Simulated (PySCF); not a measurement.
Spectrum to structure. Computed with PySCF, TDDFT PBE0/def2-SVPD, vertical, gas phase, core orbitals frozen in the response. Geometries: GFN2-xTB, one conformer each.

| state | E (eV) | f | main configurations (H = HOMO, L = LUMO) |
| --- | --- | --- | --- |
| S1 | 3.74 | 0.0002 | H→L (99%) |
| S2 | 6.27 | 0.0075 | H→L+1 (81%), H→L+2 (16%) |
| S3 | 6.75 | 0.060 | H→L+2 (56%), H-1→L (22%), H→L+1 (10%) |
| S4 | 7.02 | 0.0050 | H→L+3 (66%), H→L+4 (15%) |
| S5 | 7.27 | 0.025 | H→L+4 (40%), H-1→L (34%), H→L+2 (9%) |
| S6 | 7.39 | 0.028 | H→L+4 (41%), H→L+3 (21%), H-1→L (12%) |

Problem. Which structure fits? All have the formula C6H8F2O.
A. `C=CC/C=C/OC(F)F`
B. `O=C=C(CF)CCCF`
C. `C=C/C(C)=C/OC(F)F`
D. `C=C/C=C/COC(F)F`
E. `C=CC(=C)COC(F)F`

Solution. B. Its S1, at 3.74 eV, is the lowest among the candidates; the nearest of the others has S1 at 5.62 eV. S1 is HOMO→LUMO (99%). Löwdin shares by element: HOMO carbon 62% or more, oxygen 21% (atoms not listed hold the other 17%); LUMO carbon 55% or more, oxygen 32%. At the same level the other candidates give, for their lowest levels:
- `C=CC/C=C/OC(F)F`: 6.22 eV (f 0.248); 6.75 eV (f 0.105); 7.08 eV (f 0.025); 7.20 eV (f 0.016); 7.38 eV (f 0.083); T1 4.31 eV; HOMO -7.39, LUMO -0.36 eV
- `C=C/C(C)=C/OC(F)F`: 5.62 eV (f 0.726); 6.20 eV (f 0.013); 6.67 eV (f 0.016); 6.84 eV (f 0.003); 6.97 eV (f 0.006); T1 3.16 eV; HOMO -6.69, LUMO -0.89 eV
- `C=CC(=C)COC(F)F`: 5.80 eV (f 0.523); 6.76 eV (f 0.039); 6.80 eV (f 0.001); 6.97 eV (f 0.007); 7.12 eV (f 0.007); T1 3.21 eV; HOMO -7.12, LUMO -1.15 eV
- `C=C/C=C/COC(F)F`: 5.74 eV (f 0.805); 6.44 eV (f 0.001); 6.91 eV (f 0.005); 6.97 eV (f 0.001); 7.02 eV (f 0.001); T1 3.16 eV; HOMO -7.27, LUMO -1.39 eV

The values belong to the conformer `[O:1]=[C:2]=[C:3]([CH2:4][F:5])[CH2:6][CH2:7][CH2:8][F:9]`: C2–C3–C4–F5 -92°, C2–C3–C6–C7 101°, C3–C6–C7–C8 177°, C6–C7–C8–F9 63°.
Triplets come from the Tamm–Dancoff approximation.
